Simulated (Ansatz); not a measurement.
C₂H₆N (SMILES CC[NH]), doublet, geometry from GFN2-xTB; HF/def2-SV(P) run with Ansatz (a program for electronic structure).

Input for Ansatz:
Ansatz 0.2 input:
```yaml
crystal:
  periodic: [false, false, false]
  atoms:
    - {symbol: C, position_ang: [-1.19313295, 0.22923342, -0.14377722]}
    - {symbol: C, position_ang: [0.17798836, -0.43028425, -0.21453957]}
    - {symbol: N, position_ang: [1.14617846, 0.31410065, 0.45646090]}
    - {symbol: H, position_ang: [-1.93180819, -0.36761044, -0.67294346]}
    - {symbol: H, position_ang: [-1.14924284, 1.21969932, -0.58787706]}
    - {symbol: H, position_ang: [-1.49733299, 0.33708216, 0.89352925]}
    - {symbol: H, position_ang: [0.12084398, -1.46133405, 0.19198873]}
    - {symbol: H, position_ang: [0.46550918, -0.58740119, -1.27484163]}
    - {symbol: H, position_ang: [2.05964920, -0.13283533, 0.40481861]}
basis:
  gaussian:
    orbitals: def2-SV_P_.json
    point_charges:
      - {charge: 0.5, position_ang: [-0.6455, -5.3932, -0.2742]}
hamiltonian:
  xc: hf
magnetization: {spin_polarized: true, initial_magnetization: 1}
```
The basis file holds def2-SV(P) in the JSON format of the Basis Set Exchange.

What does Ansatz print? Leave out banner, timings and long lists.


```
Functional definition: HF
627 factors; integrals over basis functions are off by at most 7.6e-4 eV
mean field evaluation 1: about -3630.0281 eV, gradient 2.0e1 eV
mean field evaluation 2: about -3630.0297 eV, gradient 2.0e1 eV
mean field evaluation 4: about -3632.8617 eV, gradient 2.7e0 eV
mean field evaluation 8: about -3632.9681 eV, gradient 1.1e-3 eV
mean field -3632.96812360 eV, -133.5091160281 hartree, gradient 1.8e-5 eV, S^2 0.760158; 0 other end points of the search recorded, 0 dependent functions left out
reference -3632.96812360 eV, -133.5091160281 hartree; 13, 12 occupied and 41, 42 virtual orbitals, 627 factors
Total energy: -3632.96812360 eV, -133.5091160281 hartree
```
